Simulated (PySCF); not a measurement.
# Radiative rates from a computed spectrum

Compound: C2H9O2PSi.
SMILES with atom numbers: `[CH3:1][P@:2](=[O:3])([OH:4])[CH2:5][SiH3:6]` (hydrogens: H7, H8, H9 on C1; H10 on O4; H11, H12 on C5; H13, H14, H15 on Si6)

Cartesian coordinates in Å at the GFN2-xTB level; atoms count from 1:
```xyz
15
C2H9O2PSi angstrom
C     -2.2237   -0.5081    0.2976
P     -0.6621    0.4374    0.1133
O     -0.5312    1.5836    1.0220
O     -0.7122    0.9284   -1.4283
C      0.6924   -0.7721    0.1290
Si     2.3386    0.1672   -0.0054
H     -2.3447   -1.2171   -0.5152
H     -2.2147   -1.0307    1.2501
H     -3.0463    0.2038    0.2934
H     -0.7385    1.8866   -1.4186
H      0.6300   -1.3199    1.0675
H      0.5431   -1.4703   -0.6908
H      2.3588    0.9537   -1.2411
H      3.3866   -0.8580   -0.0572
H      2.5194    1.0237    1.1617
```

Computed with PySCF, TDDFT CAM-B3LYP/def2-SVPD, vertical, gas phase, core orbitals frozen in the response.

Computed singlets with f of 0.002 or more:

| state | E (eV) | f |
| --- | --- | --- |
| S1 | 7.43 | 0.057 |
| S2 | 7.83 | 0.039 |
| S3 | 8.00 | 0.020 |
| S4 | 8.33 | 0.028 |
| S5 | 8.52 | 0.0059 |
| S6 | 8.55 | 0.020 |
| S8 | 8.70 | 0.063 |

Q: Give A, τ, |μ| and ∫σ dE for each state.

A: For one non-degenerate pair of states in vacuum, A = 0.6670 f ν̃² s⁻¹ with ν̃ in cm⁻¹, τ = 1/A, |μ|² = 3f / (2ΔE) in atomic units, and the integrated cross-section is ∫σ dE = 109.76 f Mb·eV.

| state | A (s⁻¹) | τ | \|μ\| (D) | ∫σ dE (Mb·eV) |
| --- | --- | --- | --- | --- |
| S1 | 1.4×10⁸ | 7.3 ns | 1.42 | 6.3 |
| S2 | 1.0×10⁸ | 9.8 ns | 1.14 | 4.2 |
| S3 | 5.7×10⁷ | 18 ns | 0.82 | 2.2 |
| S4 | 8.4×10⁷ | 12 ns | 0.94 | 3.1 |
| S5 | 1.9×10⁷ | 54 ns | 0.43 | 0.65 |
| S6 | 6.5×10⁷ | 15 ns | 0.79 | 2.2 |
| S8 | 2.1×10⁸ | 4.8 ns | 1.38 | 6.9 |

Only emission to the ground state at the vertical energy is counted.

Q: Which computed singlets stay under f = 0.002?

A: S7 (8.63 eV, f 0.0002).

Q: By what factor does the largest A in the list exceed the smallest?

A: S8 has 11 times the rate of S5.

Q: Suppose S1 emitted 0.3 eV lower with the same transition dipole. How would A change?

A: At fixed |μ|, A goes as the cube of the energy: (7.13/7.43)³ = 0.88, which makes τ about 8.3 ns.

One conformer stands for the species.
